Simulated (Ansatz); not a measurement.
C2H12Ga2OSiSn, SMILES `CO[CH2][SnH2][SiH2][GaH][GaH2]`, one more setting.

```yaml
crystal:
  periodic: [false, false, false]
  atoms:
    - {symbol: C, position_ang: [-1.574534, -1.089347, 0.453941]}
    - {symbol: O, position_ang: [-0.460325, -0.780895, 1.026110]}
    - {symbol: C, position_ang: [0.722115, -1.390696, 0.526786]}
    - {symbol: Sn, position_ang: [1.161664, -0.939493, -1.655950]}
    - {symbol: Si, position_ang: [0.224573, 1.463498, -1.927381]}
    - {symbol: Ga, position_ang: [0.502768, 2.609301, 0.277272]}
    - {symbol: Ga, position_ang: [-0.238661, 1.161968, 2.178244]}
    - {symbol: H, position_ang: [-1.751907, -0.658156, -0.569526]}
    - {symbol: H, position_ang: [-2.317631, -0.568103, 0.978412]}
    - {symbol: H, position_ang: [-1.683224, -2.071322, 0.570661]}
    - {symbol: H, position_ang: [1.521362, -1.261685, 1.150556]}
    - {symbol: H, position_ang: [0.337935, -2.641793, 0.596671]}
    - {symbol: H, position_ang: [2.911626, -0.918974, -1.492362]}
    - {symbol: H, position_ang: [0.418487, -2.084110, -2.625251]}
    - {symbol: H, position_ang: [0.858999, 2.058368, -3.197501]}
    - {symbol: H, position_ang: [-1.355501, 1.312557, -2.360931]}
    - {symbol: H, position_ang: [0.931790, 4.089109, 0.274961]}
    - {symbol: H, position_ang: [-1.462104, 1.245575, 2.903650]}
    - {symbol: H, position_ang: [1.264714, 0.518164, 2.990694]}
basis:
  gaussian: {orbitals: def2-TZVPP}
hamiltonian: {xc: {name: wPBEh}}
output: {forces: true}
```

```sh
$ ansatz run in.yaml --threads 4 --pin off --events-out ev --progress --plain --max-ram 66560MiB --backend cuda --devices 0, --max-vram 37GiB
```

Shortened log:

```
Functional definition: wPBEh
2797 factors; their error is unknown
192 factors; integrals over basis functions are off by at most 3.5e-7 eV
mean field evaluation 1: about -122750.8450 eV, gradient 6.5e1 eV
mean field evaluation 2: about -122737.5886 eV, gradient 1.0e2 eV
mean field evaluation 4: about -122759.0481 eV, gradient 6.0e0 eV
mean field evaluation 8: about -122759.0986 eV, gradient 5.1e-1 eV
mean field evaluation 16: about -122759.5549 eV, gradient 8.5e-4 eV
mean field -122759.55489619 eV, -4511.3304330199 hartree, gradient 3.9e-5 eV, S^2 0.000000; 0 other end points of the search recorded, 0 dependent functions left out
reference -122759.55496549 eV, -4511.3304355667 hartree; 65, 65 occupied and 384, 384 virtual orbitals, 2797 factors
Total energy: -122759.55496549 eV, -4511.3304355667 hartree
Atom 0 at    -1.574534    -1.089347     0.453941 Å, force    -3.187066     2.979315    -2.930502 eV/Å
Atom 1 at    -0.460325    -0.780895     1.026110 Å, force     5.590462     3.024661     2.747819 eV/Å
Atom 2 at     0.722115    -1.390696     0.526786 Å, force    -4.079975    -4.633262    -2.506675 eV/Å
Atom 3 at     1.161664    -0.939493    -1.655950 Å, force     0.434103     0.803827     1.420793 eV/Å
Atom 4 at     0.224573     1.463498    -1.927381 Å, force    -1.044900     0.272465    -0.989569 eV/Å
Atom 5 at     0.502768     2.609301     0.277272 Å, force    -0.783245    -0.760316    -0.188377 eV/Å
Atom 6 at    -0.238661     1.161968     2.178244 Å, force     4.325205    -0.780372    -0.873843 eV/Å
Atom 7 at    -1.751907    -0.658156    -0.569526 Å, force     0.650554    -0.882015     0.134402 eV/Å
Atom 8 at    -2.317631    -0.568103     0.978412 Å, force    -1.540695     0.408643     1.072954 eV/Å
Atom 9 at    -1.683224    -2.071322     0.570661 Å, force    -1.232841    -4.441616    -0.392538 eV/Å
Atom 10 at     1.521362    -1.261685     1.150556 Å, force     1.841429     0.595386     1.769924 eV/Å
Atom 11 at     0.337935    -2.641793     0.596671 Å, force     1.699176     3.178868    -0.313936 eV/Å
Atom 12 at     2.911626    -0.918974    -1.492362 Å, force    -0.535399    -0.182559    -0.400511 eV/Å
Atom 13 at     0.418487    -2.084110    -2.625251 Å, force     0.047778    -0.463341    -0.281151 eV/Å
Atom 14 at     0.858999     2.058368    -3.197501 Å, force    -0.241838    -0.233989     0.607222 eV/Å
Atom 15 at    -1.355501     1.312557    -2.360931 Å, force     1.698520     0.103537     0.631320 eV/Å
Atom 16 at     0.931790     4.089109     0.274961 Å, force     0.302224     0.435213    -0.039477 eV/Å
Atom 17 at    -1.462104     1.245575     2.903650 Å, force    -2.332367    -0.052369     1.285348 eV/Å
Atom 18 at     1.264714     0.518164     2.990694 Å, force    -1.611126     0.627923    -0.753203 eV/Å
Dipole moment:    -0.217629    -0.350536    -0.193667 e Å
```

Hardware: 4 threads of an AMD EPYC 7R13 on a shared host and a share of an NVIDIA H100 80 GB. Wall time 7.5 s, peak host memory 1.2 GiB.
